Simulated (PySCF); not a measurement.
Ge: interval between two levels

Ge [Ar] 3d10 4s2 4p2 [3P2, M_J = 2] → Ge [Ar] 3d10 4s2 4p1 4d1 [3F4, M_J = 4], as a difference of total energies. All numbers are calculated (PySCF 2.14, the two-component X2C-1e Hamiltonian, in x2c-SVPall-2c with one added diffuse shell each of s, p, d type (6s7p4d, 47 functions)). Correlated levels: [Ne] frozen. "Screened" scales the spin-orbit matrix elements by Boettger's factors to mimic the two-electron term; Breit and QED terms are absent.

| method | interval between two levels (cm⁻¹) |
| --- | --- |
| GHF (spin-free) | 54265 |
| GMP2 (spin-free) | 57781 |
| GHF (screened spin-orbit) | 54401 |
| GMP2 (screened spin-orbit) | 57911 |

The spin-free rows relax to the high-spin LS determinant and lack the spin-orbit shift.

Errors of the correlated levels include the incompleteness of this basis and the frozen core.

The labels give the starting determinants; with spin-orbit coupling the two ends relaxed to ⟨J²⟩ = 6.01, ⟨L²⟩ = 2.05, ⟨S²⟩ = 1.98 and ⟨J²⟩ = 20.02, ⟨L²⟩ = 12.01, ⟨S²⟩ = 2.01.

The promoted electron is Rydberg-like, and one or two diffuse shells describe it only roughly, which tends to raise the upper state.

For comparison: 49377 cm⁻¹ (measured; NIST Handbook of Basic Atomic Spectroscopic Data (Sansonetti and Martin, J. Phys. Chem. Ref. Data 34, 1559 (2005))).
